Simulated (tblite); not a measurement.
A geometry optimisation, step by step.

C7H14BBr.
SMILES with atom numbers: `[CH3:1][B:2]([CH3:3])[CH2:4]/[CH:5]=[C:6](/[CH3:7])[CH2:8][Br:9]` (hydrogens: H10, H11, H12 on C1; H13, H14, H15 on C3; H16, H17 on C4; H18 on C5; H19, H20, H21 on C7; H22, H23 on C8)

Computed with GFN2-xTB (tblite), gas phase: L-BFGS steps from a force-field or distance-geometry start until the largest atomic force falls under 0.01 eV/Å. 7 of its 168 geometries are shown.

Step 0: E = -745.2993 eV, largest atomic force 1.897 eV/Å
```
atom  x, y, z in Å  |  force x, y, z in eV/Å
C1     -2.636   -1.566   -0.213   -0.477  -0.135   0.687
B2     -1.739   -0.322    0.162   -0.709   0.905  -1.509
C3     -2.478    0.908    0.827   -0.275  -0.131  -0.217
C4     -0.515    0.082   -0.804   -0.663  -0.387   0.288
C5      0.740   -0.554   -0.370   -0.303  -0.534  -0.437
C6      1.841    0.074   -0.024    0.551  -0.025   0.219
C7      3.021   -0.760    0.369    0.448   0.771   0.742
C8      2.031    1.544    0.031    0.087   0.453   1.454
Br9     3.448    2.118   -1.164    0.191   0.257  -0.355
H10    -3.556   -1.166   -0.705    0.756  -0.396   0.265
H11    -2.155   -2.283   -0.893   -0.371   0.086   0.474
H12    -3.017   -2.053    0.722    0.358   0.010  -0.949
H13    -1.775    1.685    1.137   -0.392  -0.087   0.282
H14    -3.131    0.563    1.648    0.215   0.704  -0.379
H15    -3.104    1.368   -0.001    0.543  -0.530   1.091
H16    -0.773   -0.325   -1.790    0.115   0.258  -0.002
H17    -0.392    1.168   -0.853   -0.107  -0.266  -0.205
H18     0.773   -1.649   -0.354   -0.248   0.400  -0.038
H19     3.929   -0.245   -0.004   -0.268  -0.641   0.424
H20     3.039   -0.824    1.495    0.295  -0.119  -1.081
H21     2.912   -1.739   -0.084    0.317  -0.068   0.242
H22     1.148    2.153   -0.180    0.134  -0.225  -0.189
H23     2.383    1.850    1.059   -0.198  -0.301  -0.806
```

Step 28: E = -745.8611 eV, largest atomic force 0.151 eV/Å
```
atom  x, y, z in Å  |  force x, y, z in eV/Å
C1     -2.590   -1.563   -0.219    0.015   0.039   0.010
B2     -1.863   -0.171   -0.103    0.123   0.009  -0.042
C3     -2.482    0.940    0.831    0.044  -0.019  -0.027
C4     -0.549    0.128   -0.966   -0.018   0.021  -0.003
C5      0.683   -0.543   -0.428   -0.087   0.095  -0.006
C6      1.803    0.038    0.004   -0.113   0.002   0.002
C7      2.997   -0.765    0.434   -0.031   0.004  -0.002
C8      2.009    1.510    0.105    0.048  -0.007  -0.016
Br9     3.315    2.146   -1.255   -0.061   0.009   0.016
H10    -3.543   -1.428   -0.731   -0.004   0.005  -0.005
H11    -2.041   -2.324   -0.768    0.009   0.004   0.043
H12    -2.842   -1.955    0.765    0.009  -0.089  -0.018
H13    -1.740    1.606    1.264    0.039  -0.002   0.021
H14    -3.082    0.528    1.638   -0.001   0.024   0.022
H15    -3.150    1.578    0.250    0.019  -0.030  -0.048
H16    -0.697   -0.272   -1.977    0.002   0.014   0.082
H17    -0.371    1.200   -1.069   -0.027  -0.058  -0.017
H18     0.634   -1.628   -0.398    0.010   0.133  -0.071
H19     3.906   -0.329    0.023    0.044   0.000  -0.024
H20     3.093   -0.765    1.520   -0.012  -0.013   0.048
H21     2.924   -1.790    0.087   -0.023  -0.057   0.047
H22     1.119    2.113   -0.058   -0.003  -0.097   0.006
H23     2.463    1.773    1.061    0.018   0.013  -0.018
```

Step 56: E = -745.9081 eV, largest atomic force 0.019 eV/Å
```
atom  x, y, z in Å  |  force x, y, z in eV/Å
C1     -2.446   -1.584   -0.196    0.005   0.001   0.003
B2     -1.801   -0.148   -0.136    0.000   0.000   0.001
C3     -2.368    0.951    0.841    0.009  -0.009   0.003
C4     -0.568    0.194   -1.087   -0.010   0.005  -0.003
C5      0.637   -0.501   -0.534    0.003  -0.002  -0.011
C6      1.720    0.039    0.022   -0.006   0.001   0.015
C7      2.859   -0.806    0.515    0.003   0.002  -0.003
C8      1.944    1.503    0.156   -0.002   0.006  -0.015
Br9     3.030    2.190   -1.363   -0.008   0.000   0.010
H10    -3.402   -1.521   -0.716   -0.014   0.013  -0.002
H11    -1.848   -2.318   -0.730   -0.005  -0.005   0.000
H12    -2.672   -1.986    0.790    0.006   0.004   0.005
H13    -1.582    1.548    1.298    0.010  -0.002   0.002
H14    -2.994    0.554    1.636   -0.001   0.001  -0.005
H15    -2.983    1.651    0.275    0.006   0.003  -0.016
H16    -0.743   -0.213   -2.086    0.002  -0.006  -0.007
H17    -0.387    1.261   -1.198   -0.002   0.012   0.004
H18     0.586   -1.581   -0.582   -0.001  -0.008   0.010
H19     3.784   -0.520    0.014    0.008   0.003  -0.001
H20     3.000   -0.665    1.587    0.009   0.003   0.000
H21     2.672   -1.859    0.326    0.014  -0.009   0.002
H22     1.029    2.089    0.136   -0.017   0.001   0.004
H23     2.529    1.749    1.040   -0.007  -0.014   0.003
```

Step 84: E = -745.9174 eV, largest atomic force 0.044 eV/Å
```
atom  x, y, z in Å  |  force x, y, z in eV/Å
C1     -2.478   -1.565   -0.170    0.018   0.018   0.000
B2     -1.771   -0.159   -0.177   -0.005  -0.001   0.007
C3     -2.254    0.989    0.789    0.002  -0.025   0.002
C4     -0.543    0.121   -1.154   -0.010   0.011  -0.014
C5      0.660   -0.558   -0.578   -0.010  -0.011  -0.012
C6      1.689    0.009    0.049    0.019   0.005  -0.018
C7      2.877   -0.783    0.510    0.001  -0.002   0.000
C8      1.807    1.478    0.254    0.019   0.018  -0.023
Br9     2.787    2.318   -1.260    0.006   0.012   0.016
H10    -3.494   -1.457   -0.554    0.006  -0.005   0.005
H11    -1.985   -2.322   -0.774   -0.009   0.004   0.010
H12    -2.587   -1.957    0.841    0.002  -0.004  -0.016
H13    -1.420    1.431    1.333    0.000   0.000   0.009
H14    -2.994    0.672    1.520   -0.010   0.007  -0.001
H15    -2.695    1.801    0.211   -0.001   0.009  -0.002
H16    -0.718   -0.318   -2.138   -0.033  -0.028  -0.006
H17    -0.352    1.182   -1.303    0.013   0.025  -0.007
H18     0.663   -1.635   -0.683   -0.010  -0.027   0.016
H19     3.760   -0.485   -0.056    0.013   0.005   0.006
H20     3.080   -0.601    1.565   -0.013   0.003   0.018
H21     2.716   -1.847    0.364    0.004  -0.006  -0.006
H22     0.851    1.992    0.287   -0.018  -0.010   0.010
H23     2.397    1.722    1.134    0.015   0.002   0.008
```

Step 111: E = -745.9232 eV, largest atomic force 0.069 eV/Å
```
atom  x, y, z in Å  |  force x, y, z in eV/Å
C1     -2.457   -1.541   -0.130   -0.013  -0.012   0.001
B2     -1.740   -0.143   -0.190   -0.003   0.000  -0.003
C3     -2.193    1.019    0.775    0.022   0.008   0.004
C4     -0.537    0.083   -1.212   -0.003   0.006   0.003
C5      0.671   -0.591   -0.634   -0.009   0.001   0.012
C6      1.672   -0.008    0.022    0.002   0.002   0.022
C7      2.866   -0.772    0.514    0.017  -0.015   0.014
C8      1.730    1.458    0.269    0.002   0.015  -0.004
Br9     2.664    2.389   -1.216    0.002   0.023  -0.014
H10    -3.498   -1.424   -0.432   -0.019  -0.008  -0.002
H11    -2.020   -2.301   -0.772    0.013  -0.027  -0.005
H12    -2.492   -1.937    0.884    0.006   0.010   0.004
H13    -1.376    1.306    1.440   -0.039  -0.005  -0.037
H14    -3.041    0.755    1.405    0.019   0.039  -0.029
H15    -2.458    1.919    0.217    0.019  -0.046   0.048
H16    -0.750   -0.394   -2.171   -0.012  -0.012   0.005
H17    -0.331    1.134   -1.412    0.014   0.010   0.003
H18     0.698   -1.666   -0.749   -0.018   0.007  -0.017
H19     3.773   -0.396    0.038   -0.017  -0.003  -0.001
H20     2.982   -0.651    1.592   -0.006  -0.003  -0.004
H21     2.769   -1.830    0.291    0.015  -0.010  -0.007
H22     0.748    1.918    0.325    0.017   0.030  -0.001
H23     2.315    1.700    1.155   -0.010  -0.009   0.007
```

Step 139: E = -745.9268 eV, largest atomic force 0.014 eV/Å
```
atom  x, y, z in Å  |  force x, y, z in eV/Å
C1     -2.441   -1.546   -0.097   -0.002   0.002   0.001
B2     -1.734   -0.144   -0.207   -0.002   0.011  -0.007
C3     -2.151    1.032    0.756    0.007   0.008   0.009
C4     -0.545    0.071   -1.247    0.001  -0.003  -0.004
C5      0.664   -0.594   -0.662   -0.006   0.000  -0.004
C6      1.653   -0.006    0.010   -0.008  -0.004   0.003
C7      2.843   -0.767    0.515   -0.002   0.003   0.008
C8      1.694    1.458    0.274    0.003  -0.002  -0.001
Br9     2.623    2.421   -1.197    0.000   0.000   0.009
H10    -3.495   -1.448   -0.359    0.000   0.000  -0.003
H11    -2.020   -2.316   -0.738    0.005  -0.009   0.005
H12    -2.429   -1.917    0.927    0.002   0.003  -0.006
H13    -1.373    1.173    1.509   -0.004  -0.001   0.000
H14    -3.078    0.852    1.295   -0.013  -0.003  -0.001
H15    -2.246    1.985    0.239    0.004  -0.005   0.003
H16    -0.764   -0.422   -2.196   -0.007  -0.001   0.001
H17    -0.340    1.119   -1.463    0.001  -0.006   0.006
H18     0.702   -1.668   -0.788    0.003   0.008  -0.003
H19     3.762   -0.325    0.129    0.001  -0.007  -0.011
H20     2.886   -0.728    1.604    0.007  -0.001   0.010
H21     2.802   -1.808    0.207    0.004   0.009   0.001
H22     0.710    1.913    0.333    0.006  -0.004  -0.008
H23     2.273    1.692    1.166    0.001   0.001  -0.007
```

Step 167: E = -745.9288 eV, largest atomic force 0.009 eV/Å
```
atom  x, y, z in Å  |  force x, y, z in eV/Å
C1     -2.430   -1.549   -0.077    0.000   0.002   0.003
B2     -1.737   -0.141   -0.203    0.008  -0.001  -0.004
C3     -2.163    1.035    0.758    0.007   0.002   0.000
C4     -0.553    0.071   -1.249    0.002  -0.001   0.002
C5      0.662   -0.591   -0.671   -0.003  -0.002   0.000
C6      1.650   -0.005    0.003   -0.002   0.002   0.000
C7      2.849   -0.762    0.493   -0.002   0.000   0.002
C8      1.690    1.457    0.276    0.000   0.007  -0.005
Br9     2.682    2.421   -1.153   -0.001   0.002   0.002
H10    -3.470   -1.472   -0.396    0.004  -0.004  -0.005
H11    -1.968   -2.334   -0.671   -0.002   0.002   0.003
H12    -2.466   -1.888    0.957   -0.003   0.004  -0.001
H13    -1.456    1.081    1.588   -0.004   0.002  -0.008
H14    -3.148    0.901    1.199    0.002  -0.002  -0.001
H15    -2.139    2.013    0.280    0.001  -0.003   0.005
H16    -0.778   -0.425   -2.195   -0.003   0.001   0.007
H17    -0.350    1.118   -1.471    0.001  -0.002   0.004
H18     0.704   -1.663   -0.805    0.004   0.000   0.002
H19     3.758   -0.346    0.057   -0.006  -0.003   0.000
H20     2.934   -0.684    1.578   -0.001  -0.003  -0.003
H21     2.785   -1.813    0.225    0.003   0.002  -0.002
H22     0.706    1.917    0.298   -0.004  -0.001   0.001
H23     2.235    1.685    1.190   -0.001  -0.003  -0.002
```

Question: Summarise the path.

Answer: The energy falls by 14.52 kcal/mol from step 0 to step 167; nine tenths of that is first reached at step 30. It rises by more than 0.2 meV at step 163. The largest force goes from 1.897 to 0.009 eV/Å. Among the bonds C8–Br9 changes most (a near tie, within 0.001 Å, with another), from 1.941 to 1.988 Å; the atoms move by 0.519 Å rms after alignment.

Question: Follow the three bonds and two angles with the largest change from start to end.

Answer: 
| step | E above end (kcal/mol) | largest force (eV/Å) | C8–Br9 (Å) | C3–H15 (Å) | C8–H23 (Å) | B2–C3–H15 (°) | H13–C3–H14 (°) |
| --- | --- | --- | --- | --- | --- | --- | --- |
| 0 | 14.52 | 1.897 | 1.941 | 1.135 | 1.129 | 105.4 | 113.0 |
| 7 | 4.19 | 0.356 | 1.986 | 1.098 | 1.098 | 101.0 | 108.5 |
| 15 | 2.59 | 0.196 | 1.984 | 1.094 | 1.091 | 106.5 | 107.9 |
| 22 | 1.99 | 0.109 | 1.985 | 1.092 | 1.090 | 109.4 | 108.0 |
| 29 | 1.48 | 0.171 | 1.996 | 1.091 | 1.090 | 109.6 | 108.3 |
| 36 | 0.91 | 0.123 | 1.979 | 1.091 | 1.089 | 108.3 | 107.7 |
| 44 | 0.60 | 0.065 | 1.984 | 1.091 | 1.088 | 108.7 | 108.3 |
| 51 | 0.49 | 0.030 | 1.988 | 1.091 | 1.089 | 109.0 | 108.0 |
| 58 | 0.47 | 0.035 | 1.988 | 1.091 | 1.089 | 109.1 | 108.0 |
| 65 | 0.45 | 0.026 | 1.991 | 1.091 | 1.088 | 108.9 | 107.9 |
| 73 | 0.40 | 0.069 | 1.988 | 1.090 | 1.088 | 109.8 | 108.1 |
| 80 | 0.31 | 0.049 | 1.987 | 1.091 | 1.089 | 110.0 | 107.7 |
| 87 | 0.25 | 0.045 | 1.987 | 1.091 | 1.089 | 109.8 | 107.8 |
| 94 | 0.22 | 0.021 | 1.988 | 1.090 | 1.089 | 109.9 | 107.6 |
| 102 | 0.20 | 0.017 | 1.988 | 1.090 | 1.089 | 110.5 | 107.7 |
| 109 | 0.15 | 0.069 | 1.989 | 1.091 | 1.088 | 111.3 | 107.0 |
| 116 | 0.10 | 0.026 | 1.989 | 1.089 | 1.088 | 111.9 | 107.1 |
| 123 | 0.07 | 0.029 | 1.988 | 1.089 | 1.088 | 112.2 | 106.6 |
| 131 | 0.05 | 0.016 | 1.988 | 1.089 | 1.088 | 112.7 | 106.8 |
| 138 | 0.05 | 0.018 | 1.988 | 1.089 | 1.089 | 112.7 | 106.7 |
| 145 | 0.04 | 0.013 | 1.988 | 1.089 | 1.088 | 112.5 | 106.8 |
| 152 | 0.03 | 0.017 | 1.989 | 1.089 | 1.089 | 112.7 | 106.9 |
| 160 | 0.01 | 0.028 | 1.988 | 1.089 | 1.089 | 113.2 | 106.6 |
| 167 | 0.00 | 0.009 | 1.988 | 1.089 | 1.089 | 113.4 | 106.5 |

What follows is the cost of the whole relaxation. Time: 1.4 s of wall time. Hardware: an Arm Neoverse V2 with one thread, no GPU, shared host with 32 logical CPUs at a one-minute load of 26.
